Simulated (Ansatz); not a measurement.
Geometry optimisation, RKS r2SCAN/def2-SVP (Ansatz 0.2.0).

The input (input.yaml):

```yaml
crystal:
  periodic: [false, false, false]
  atoms:
    - { symbol: "N", position_ang: [-0.3995, -1.6222, 0.9818] }
    - { symbol: B, position_ang: [0.1943, -0.2054, 1.0809] }
    - { symbol: C, position_ang: [0.6322, 0.5963, -0.2364] }
    - { symbol: F, position_ang: [1.6653, -0.1642, -0.9059] }
    - { symbol: C, position_ang: [-0.4977, 0.8766, -1.1476] }
    - { symbol: S, position_ang: [-1.3938, 1.9978, -0.8771] }
    - { symbol: H, position_ang: [0.2424, -2.1901, 0.4519] }
    - { symbol: H, position_ang: [-1.2661, -1.4575, 0.3747] }
    - { symbol: H, position_ang: [0.3805, 0.2878, 2.1913] }
    - { symbol: H, position_ang: [1.1643, 1.5425, 0.1067] }
    - { symbol: H, position_ang: [-0.6564, 0.2815, -1.9997] }
basis:
  gaussian: { orbitals: def2-SVP }
hamiltonian:
  xc: r2scan
relax:
  f_tol: 0.015
  max_steps: 40
output:
  orbitals: {}
```

Launched with:

```bash
$ ansatz run input.yaml --threads 2 --pin off --max-ram 3072MiB --backend cpu --events-out ev --progress --plain --runs-dir out
```

Where does it end, and by what steps?

The run converged. After 18 steps the energy has fallen by 2.753 eV; H8 moved furthest, 1.61 Å. The start is strongly strained (largest force component 8 eV/Å).

```
step  energy less start (eV)  largest force component (eV/Å)  accepted
   0                  0.0000                           8.494       yes
   1                 -0.9867                           3.217       yes
   2                 -1.1506                           1.835       yes
   3                 -1.3903                           1.237       yes
   4                 -1.6930                           1.601       yes
   5                 -1.9758                           2.048       yes
   6                 -2.1778                           1.980       yes
   7                 -2.3726                           2.355       yes
   8                 -2.5730                           1.241       yes
   9                 -2.6399                           0.597       yes
  10                 -2.6939                           0.524       yes
  11                 -2.7288                           0.292       yes
  12                 -2.7389                           0.100       yes
  13                 -2.7461                           0.166       yes
  14                 -2.7497                           0.216       yes
  15                 -2.7515                           0.128       yes
  16                 -2.7527                           0.076       yes
  17                 -2.7530                           0.027       yes
  18                 -2.7530                           0.013       yes
```

```xyz
11
Properties=species:S:1:pos:R:3
N -0.113 -1.623 0.916
B -0.170 -0.241 0.884
C 0.620 0.493 -0.307
F 1.314 -0.458 -1.069
C -0.351 1.217 -1.168
S -1.076 2.626 -0.811
H 0.416 -2.141 0.220
H -0.562 -2.192 1.623
H -0.779 0.403 1.700
H 1.352 1.198 0.130
H -0.586 0.661 -2.096
```

Run time: 2.5 min on 2 threads of Arm Neoverse N1, with other jobs on the host, peak memory 0.2 GiB.
